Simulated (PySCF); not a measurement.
Precursor series Ta Cl-OH. Isolated molecules, 0 K electronic values unless said otherwise. One relaxed conformer stands for each flexible species; it need not be the lowest. In the def2 sets, heavy atoms carry core potentials. All members: neutral, multiplicity 1. Level: TPSSh-D3(BJ)/def2-TZVP // BP86-D3(BJ)/def2-SVP (PySCF), beside PBE-D3(BJ)/def2-TZVP // BP86-D3(BJ)/def2-SVP (PySCF) at the same geometries.  Orbital energies are measured against the vacuum level.

| species | LUMO, PBE (eV) | LUMO, TPSSh-D3(BJ) (eV) |
|---|---|---|
| [Ta(Cl)5] | -4.49 | -4.24 |
| [Ta(Cl)4(OH)] | -3.62 | withheld |
| [Ta(Cl)3(OH)2] | -3.39 | -3.08 |
| [Ta(Cl)2(OH)3] | -2.60 | -2.23 |
| [Ta(OH)5] | -1.83 | -1.41 |

Q: Fit y = a + b·x, y being the LUMO at the first level, to the 4 complete rows by least squares, with x = the PBE value in eV. Give a, b and the rms residual, and predict the withheld value.

A: Means of the 4 rows: x̄ = -3.0775, ȳ = -2.74 eV. Σ(x − x̄)² = 3.8771 and Σ(x − x̄)(y − ȳ) = 4.1277, so b = 1.065 and a = ȳ − b·x̄ = 0.538 eV. The rms residual is 0.004 eV. At x = -3.62 the line gives -3.32 eV. The run for [Ta(Cl)4(OH)] gave -3.34 eV, so the line is off by 0.02 eV, more than twice the rms residual.

Codes: PySCF.
